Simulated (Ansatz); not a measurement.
Computed with Ansatz on PBE0-D4/def2-TZVP structures; ΔE is electronic, products minus reactants. CCSD(T)/CBS adds triple-zeta CCSD(T) − MP2 to the extrapolated MP2 energy (def2 sets, frozen cores). This one scheme is used for every species, atoms too. Functionals use def2-TZVPP. HSE06 is defined as in plane-wave codes. Open shells (•) are unrestricted, without spin–orbit coupling. Spin–orbit coupling would lower the free atoms: a little for Al, C; clearly for Ge. For Ge outer-core shells are correlated without core-valence functions, so the limit isn't a true one: a few kJ/mol of doubt a bond, and 10 to 20 or more in all where bonds break to atoms. Scalar relativity is left out up to krypton.

`[AlH2][GeH]1[CH]=C[CH2]1` → Al• + 3 C• + Ge• + 7 H•  (atomization)

CCSD(T)/CBS gives +4208.5 kJ/mol.

(1) Another level gave +4189.8 kJ/mol. Which?
A. HSE06-D4/def2-TZVPP
B. r2SCAN/def2-TZVPP
C. revPBE/def2-TZVPP
D. r2SCANh/def2-TZVPP

Largest T1 diagnostic among the species: 0.018.

Answers

(1) D. r2SCANh 4189.8, revPBE 4096.6, r2SCAN 4210.9, HSE06-D4 4218.2 kJ/mol.

In def2-TZVPP, CCSD(T) changes the Hartree–Fock value by +1023.8 kJ/mol (the triples alone add +65.7 kJ/mol) and MP2 by +1066.7 kJ/mol; breaking electron pairs costs correlation energy, which Hartree–Fock lacks. From r2SCAN to r2SCAN0 (25 % exact exchange), in def2-TZVPP and without D4, ΔE moves by −50.8 kJ/mol: exact exchange takes away binding that semilocal exchange gives to molecules. At CCSD(T), def2-SVP lies −209.1 kJ/mol from the extrapolated value and def2-TZVPP −92.1 kJ/mol: correlation converges slowly with the basis, and small sets miss more of it in the bonded molecule than in its fragments.

For atomizations the MP2-based limit and the directly extrapolated one differ by several kJ/mol either way, and by 10 to 25 for some Ge, Se and Sn compounds, so smaller differences from it don't rank the levels.
